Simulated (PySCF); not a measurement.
# Ionisation energy of Ti²⁺ by level of theory

Ti²⁺ [Ar] 3d2 (3F) → Ti³⁺ [Ar] 3d1 (2D), as a difference of total energies. Computed with PySCF 2.14 in aug-cc-pVQZ-DK, with scalar relativity by spin-free X2C-1e. Correlated levels: valence: [Ar] frozen. The calculations carry no spin-orbit coupling.

| method | ionisation energy (eV) | error (eV) |
| --- | --- | --- |
| UHF | 26.616 | -0.876 |
| LDA | 28.040 | +0.548 |
| PBE | 27.951 | +0.459 |
| PBE0 | 27.833 | +0.341 |
| r2SCAN | 27.931 | +0.439 |
| M06-L | 27.473 | -0.019 |
| r2SCANh | 27.897 | +0.405 |
| PBEsol | 27.866 | +0.374 |
| MP2 (valence) | 26.754 | -0.738 |
| SCS-MP2 (valence) | 26.662 | -0.830 |

Reference: 27.492 eV (measured; NIST Atomic Spectra Database, ionization energies).
